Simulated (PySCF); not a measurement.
ammonia borane (BH6N), SMILES [NH3+][BH3-]. Geometry optimised at PBE-D3(BJ)/def2-TZVP.

Computed with PBE-D3(BJ)/def2-TZVP in PySCF.

Harmonic wavenumbers (cm⁻¹): 270, 634, 634, 674, 1039, 1039, 1141, 1141, 1146, 1288, 1618, 1618, 2389, 2453, 2453, 3369, 3469, 3469. Rotational constants (GHz): 72.88, 17.83, 17.83; symmetry number 3.

Problem. Work out the zero-point energy and the ideal-gas rigid-rotor harmonic-oscillator thermochemistry at 298.15 K and 1 atm.

Solution. ZPE = ½ Σ hcν = ½ × 29843 cm⁻¹ = 42.66 kcal/mol. H − E(el) = 45.67 kcal/mol. Entropy in cal/(mol K): translation 36.21, rotation 17.98, vibration 3.08, total 57.28. G − E(el) = 28.59 kcal/mol. Cp = 14.15 cal/(mol K).
